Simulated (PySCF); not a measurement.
C5H7F3O3.
Numbering: `[CH3:1][C@@H:2]([O:3][CH:4]([F:5])[F:6])[C:7](=[O:8])[O:9][CH2:10][F:11]` (hydrogens: H12, H13, H14 on C1; H15 on C2; H16 on C4; H17, H18 on C10)

Method: PBE0-D3(BJ)/def2-SVP geometry optimisation, gas phase in PySCF; density fitting, grid level 1; the optimiser is geomeTRIC in internal coordinates, started from a GFN2-xTB structure with every atom displaced at random (about 0.01 Å).

At the end of the run (lengths in Å): C1–H13 1.098, O3–C4 1.347, C2–O3 1.414, C1–C2 1.517, C4–H16 1.100, C1–H14 1.099, C1–H12 1.098, O3–C4–F6 111.8°, O3–C4–F5 111.1°, C2–O3–C4 116.3°, C1–C2–C7 110.7°, C1–C2–O3–C4 -145°, C2–O3–C4–F5 67°, C1–C2–C7–O8 -107°, H15–C2–C7–O8 133°, H15–C2–O3–C4 -24°.

Question: These geometries were met on the way; a selection of coordinates is given. Order them by energy above the end point, lowest first.
A. C1–H13 1.101, O3–C4 1.341, C2–O3 1.419, C1–C2 1.515, C4–H16 1.100, C1–H14 1.099, C1–H12 1.098, O3–C4–F6 111.7°, O3–C4–F5 111.6°, C2–O3–C4 115.7°, C1–C2–C7 109.7°, C1–C2–O3–C4 -152°, C2–O3–C4–F5 65°, C1–C2–C7–O8 -92°, H15–C2–C7–O8 148°, H15–C2–O3–C4 -31°
B. C1–H13 1.098, O3–C4 1.351, C2–O3 1.420, C1–C2 1.515, C4–H16 1.103, C1–H14 1.099, C1–H12 1.098, O3–C4–F6 111.8°, O3–C4–F5 111.6°, C2–O3–C4 116.0°, C1–C2–C7 109.2°, C1–C2–O3–C4 -160°, C2–O3–C4–F5 64°, C1–C2–C7–O8 -74°, H15–C2–C7–O8 165°, H15–C2–O3–C4 -39°
C. C1–H13 1.113, O3–C4 1.365, C2–O3 1.421, C1–C2 1.515, C4–H16 1.092, C1–H14 1.097, C1–H12 1.098, O3–C4–F6 110.1°, O3–C4–F5 109.9°, C2–O3–C4 116.3°, C1–C2–C7 109.1°, C1–C2–O3–C4 -163°, C2–O3–C4–F5 62°, C1–C2–C7–O8 -71°, H15–C2–C7–O8 168°, H15–C2–O3–C4 -42°
D. C1–H13 1.040, O3–C4 1.306, C2–O3 1.453, C1–C2 1.551, C4–H16 1.129, C1–H14 1.082, C1–H12 1.080, O3–C4–F6 115.5°, O3–C4–F5 114.1°, C2–O3–C4 113.7°, C1–C2–C7 108.4°, C1–C2–O3–C4 -168°, C2–O3–C4–F5 65°, C1–C2–C7–O8 -70°, H15–C2–C7–O8 169°, H15–C2–O3–C4 -47°

Answer: A (0.007 eV), B (0.024 eV), C (0.054 eV), D (0.296 eV).

```
step  E above end (eV)  rms distance from the end, all atoms (Å)  largest force (eV/Å)  rms shift of all bonds from the end (Å)
   7             0.007                                     0.185                 0.358                                    0.003
   3             0.024                                     0.416                 0.205                                    0.003
   1             0.054                                     0.458                 1.419                                    0.007
   0             0.296                                     0.541                 3.597                                    0.024
```

Rows stand in the order of the answer.
